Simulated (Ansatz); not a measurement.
One change: `CBSCC` becomes `CCSC=O`.

Ansatz, PBE0-D4/def2-TZVP geometries, multiplicity 1. Each molecule was computed in one conformer, which needn't be the lowest.

```json
{"property": "size of the dipole moment (ωB97M-V/def2-TZVPP) / D", "`CBSCC`": "1.18"}
{"property": "LUMO energy (PBE0/def2-TZVPP) / eV", "`CBSCC`": "-0.62"}
{"property": "HOMO energy (PBE/def2-TZVPP) / eV", "`CBSCC`": "-6.27"}
{"property": "LUMO energy (B3LYP/def2-TZVPP) / eV", "`CBSCC`": "-0.81"}
{"property": "LUMO energy (ωB97M-V/def2-TZVPP) / eV", "`CBSCC`": "1.30"}
{"property": "size of the dipole moment (B3LYP/def2-TZVPP) / D", "`CBSCC`": "1.21"}
```

Task: What does the change do to each property? (Best estimate.)

Result: The calculation gave: 
```
                                          property  `CCSC=O`  shift
size of the dipole moment (ωB97M-V/def2-TZVPP) / D      1.64   0.46
                LUMO energy (PBE0/def2-TZVPP) / eV     -0.78  -0.16
                 HOMO energy (PBE/def2-TZVPP) / eV     -6.19   0.08
               LUMO energy (B3LYP/def2-TZVPP) / eV     -1.03  -0.22
             LUMO energy (ωB97M-V/def2-TZVPP) / eV      1.45   0.15
  size of the dipole moment (B3LYP/def2-TZVPP) / D      1.71   0.50
```

Dipoles are sizes alone; their direction can turn.

B3LYP here is the variant with VWN-RPA as its local correlation; programs differ in this.
